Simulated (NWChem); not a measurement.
Species: HSO$_{3}$, doublet; SMILES O=[S](O)=O

```xyz
5

O      1.0843    -0.9565     0.1899
S      0.1349     0.0688    -0.2589
O      0.1865     1.4547     0.1941
O     -1.3719    -0.4572     0.1179
H     -1.3490    -1.4286     0.1267
```
Atoms are numbered in this order, from 1.

Program: NWChem. Pople sets run with spherical d functions. Spin-unrestricted. The geometry was optimised at PBE0/def2-SVP, spin-unrestricted. No stability test was run on the SCF state. Vertical excitations in the gas phase; the lowest state need not have the same character in each row. Excited states of an open shell can be spin-contaminated.

```tsv
level	lowest excitation (eV)	oscillator strength of that lowest state	lowest state with f > 0.02 (eV)	oscillator strength of that bright state	lowest empty minus highest occupied level, either spin (eV)
PBE/6-31+G*, TDA	___	0.000	___	0.022	___
B3LYP/6-31+G*, TDA	2.65	0.000	4.18	0.023	3.10
LDA (Slater exchange, VWN5)/6-31+G*, TDA	2.44	0.000	3.93	0.021	0.90
CAM-B3LYP/6-31+G*, TDA	2.80	0.000	3.21	0.020	6.18
```

Q: Fill in the missing entries.

A: 
- PBE/6-31+G*, TDA, lowest excitation (eV): 2.53
- PBE/6-31+G*, TDA, lowest state with f > 0.02 (eV): 3.97
- PBE/6-31+G*, TDA, lowest empty minus highest occupied level, either spin (eV): 1.15
